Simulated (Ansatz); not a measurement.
A made-up structure of CHSeSi, doublet:

```
4
angstrom
C 0.6735 1.7212 -2.1189
Si -0.5685 -0.2809 0.8713
Se 0.7367 0.1915 -0.9112
H 1.7480 -0.8189 -0.5585
```

It is relaxed with PBE-D4/def2-SVP and then PBE0-D4/def2-TZVP (Ansatz 0.2.0). Atoms count as bonded within 1.22 times the sum of their covalent radii (H–H: 0.88 Å). The end point is not checked to be a true minimum.

(1) Does its bonding change? (Judge from chemistry; the calculation decides.)

## Answers

(1) By the calculation: No: no bond forms or breaks.

Where it ends: The first stage lowers the energy by 0.31 eV in 6 steps. It ends as CHSeSi ([C][SeH][Si]):
```xyz
4
angstrom
C 0.8368 1.5384 -2.1337
Si -0.7269 -0.3121 0.9771
Se 0.6617 0.2612 -0.7428
H 1.8182 -0.6746 -0.8179
```

Labels in which every atom is bracketed show which atoms are joined, not bond orders.

For scale, one of the runs: PBE0-D4/def2-TZVP relaxation, 122 basis functions, launched by `ansatz run in.yaml --threads 2 --pin off --events-out ev --progress --plain --max-ram 4352MiB`. The run took about 75 s on 2 CPU threads of an Intel Xeon Platinum 8259CL (shared host).
